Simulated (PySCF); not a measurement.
Isomers of [C8H11O2]-.

All values: PBE0/pcSseg-1 (PySCF) at GFN2-xTB geometries, gas phase, one conformer each.

Task: Rank by the highest Hirshfeld charge on any atom, highest value first.
A. `[CH3:1][CH2:2][C@@H:3]1[CH2:4][CH2:5][C:6](=[O:7])[CH:8]=[C:9]1[O-:10]` (charge -1) with C1–C2–C3–C4 -166°, C2–C3–C4–C5 -66°, C3–C4–C5–C6 -53°, C4–C5–C6–O7 -156°, C5–C6–C8–C9 1°
B. `[CH2:1]=[CH:2]/[CH:3]=[C:4](/[CH2:5][CH3:6])[CH2:7][C:8](=[O:9])[O-:10]` (charge -1) with C1–C2–C3–C4 179°, C3–C4–C5–C6 102°, C3–C4–C7–C8 98°, C4–C7–C8–O9 -111°
C. `[CH2:1]=[C:2]1[CH2:3][CH2:4][CH2:5][C@@H:6]([C:7](=[O:8])[O-:9])[CH2:10]1` (charge -1) with C5–C6–C7–O8 70°, C1–C2–C3–C4 -119°, C2–C3–C4–C5 -57°, C3–C4–C5–C6 57°, C4–C5–C6–C7 -175°

Result: B (+0.130 e), C (+0.112 e), A (+0.078 e).

Task: Rank by the lowest Hirshfeld charge on any atom, lowest value first.
A. `[CH3:1][CH2:2][C@@H:3]1[CH2:4][CH2:5][C:6](=[O:7])[CH:8]=[C:9]1[O-:10]` (charge -1) with C1–C2–C3–C4 -166°, C2–C3–C4–C5 -66°, C3–C4–C5–C6 -53°, C4–C5–C6–O7 -156°, C5–C6–C8–C9 1°
B. `[CH2:1]=[CH:2]/[CH:3]=[C:4](/[CH2:5][CH3:6])[CH2:7][C:8](=[O:9])[O-:10]` (charge -1) with C1–C2–C3–C4 179°, C3–C4–C5–C6 102°, C3–C4–C7–C8 98°, C4–C7–C8–O9 -111°
C. `[CH:1]#[C:2][C@@H:3]([CH2:4][CH3:5])[C@@H:6]([CH3:7])[C:8](=[O:9])[O-:10]` (charge -1) with C2–C3–C4–C5 -64°, C2–C3–C6–C7 56°, C3–C6–C8–O9 -47°

Result: C (-0.433 e), B (-0.408 e), A (-0.389 e).

All values together:

```
                         SMILES  HOMO (eV)  LUMO (eV)  lowest IAO charge (e)  highest IAO charge (e)  lowest Hirshfeld charge (e)  highest Hirshfeld charge (e)
         C=C/C=C(/CC)CC(=O)[O-]      -1.40       2.98             -0.636 (O)              +0.530 (C)                   -0.408 (O)                    +0.130 (C)
       CC[C@@H]1CCC(=O)C=C1[O-]      -1.10       4.34             -0.596 (O)              +0.313 (C)                   -0.389 (O)                    +0.078 (C)
C#C[C@@H](CC)[C@@H](C)C(=O)[O-]      -1.37       4.58             -0.666 (O)              +0.503 (C)                   -0.433 (O)                    +0.116 (C)
     C=C1CCC[C@@H](C(=O)[O-])C1      -1.20       3.77             -0.664 (O)              +0.506 (C)                   -0.439 (O)                    +0.112 (C)
```

Conformers: `[CH2:1]=[CH:2]/[CH:3]=[C:4](/[CH2:5][CH3:6])[CH2:7][C:8](=[O:9])[O-:10]` (charge -1) with C1–C2–C3–C4 179°, C3–C4–C5–C6 102°, C3–C4–C7–C8 98°, C4–C7–C8–O9 -111°; `[CH3:1][CH2:2][C@@H:3]1[CH2:4][CH2:5][C:6](=[O:7])[CH:8]=[C:9]1[O-:10]` (charge -1) with C1–C2–C3–C4 -166°, C2–C3–C4–C5 -66°, C3–C4–C5–C6 -53°, C4–C5–C6–O7 -156°, C5–C6–C8–C9 1°; `[CH:1]#[C:2][C@@H:3]([CH2:4][CH3:5])[C@@H:6]([CH3:7])[C:8](=[O:9])[O-:10]` (charge -1) with C2–C3–C4–C5 -64°, C2–C3–C6–C7 56°, C3–C6–C8–O9 -47°; `[CH2:1]=[C:2]1[CH2:3][CH2:4][CH2:5][C@@H:6]([C:7](=[O:8])[O-:9])[CH2:10]1` (charge -1) with C5–C6–C7–O8 70°, C1–C2–C3–C4 -119°, C2–C3–C4–C5 -57°, C3–C4–C5–C6 57°, C4–C5–C6–C7 -175°.
